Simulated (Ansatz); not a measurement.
`F[CH2][AlH][SiH3]` + H₂ → `F[CH2][AlH2]` + SiH₄ at 400 K and 1 bar (hydrogenolysis of the Al–Si bond).

Isolated molecules relaxed with PBE0-D4/def2-TZVP in Ansatz; ΔE leaves out vibrations. CBS: MP2 limit from def2 TZ/QZ plus the TZ coupled-cluster correction, frozen cores. This one scheme is used for every species. Each species was taken in one conformer, which may not be the lowest.

```tsv
species	CCSD(T)/CBS energy (Eh)	H − E (kJ/mol)	S (J/(mol·K))
`F[CH2][AlH][SiH3]`	-672.50700	191.7	402.4
H₂	-1.17544	38.0	139.0
`F[CH2][AlH2]`	-382.22364	133.0	315.9
SiH₄	-291.46306	96.9	218.6
```

H − E and S are ideal-gas, rigid-rotor, harmonic terms from PBE0-D4/def2-TZVP, for one conformer and one mirror image of each species. The MP2-based limit puts H₂ 0.8 mEh under its directly extrapolated value; such offsets cancel only in part. 1 Eh = 2625.50 kJ/mol, R = 8.31446 J/(mol·K).

By hand: ΔE, ΔH, ΔS and ΔG.

ΔE = (-382.22364) + (-291.46306) − (-672.50700) − (-1.17544) = -0.00426 Eh = -11.2 kJ/mol. Δ(H − E) = 133.0 + 96.9 − 191.7 − 38.0 = 0.2, so ΔH = -11.0 kJ/mol. ΔS = 315.9 + 218.6 − 402.4 − 139.0 = -6.9 J/(mol·K). ΔG = -11.0 − 400 × (-6.9)/1000 = -8.2 kJ/mol.

By hand: the equilibrium constant, and the temperature at which ΔG would vanish if ΔH and ΔS stayed fixed.

log₁₀ K = −ΔG/(RT ln 10) = 1.1. ΔG = 0 at ΔH/ΔS = 1594 K, though so small a ΔS makes that figure unsure.

The number of gas molecules stays the same, so ΔS is small and ΔH decides. A doubt of 5 kJ/mol in ΔE shifts log₁₀ K by 0.7 here. Other conformers and mirror images would add mixing entropy, several J/(mol·K) or more a flexible species. Modes under 60 cm⁻¹, often nearly free rotors, make the harmonic entropy too high. These are equilibria of isolated gas molecules and say nothing of rates. Largest T1 diagnostic: 0.012 (customary marks: 0.02 for closed shells, 0.045 for open ones).
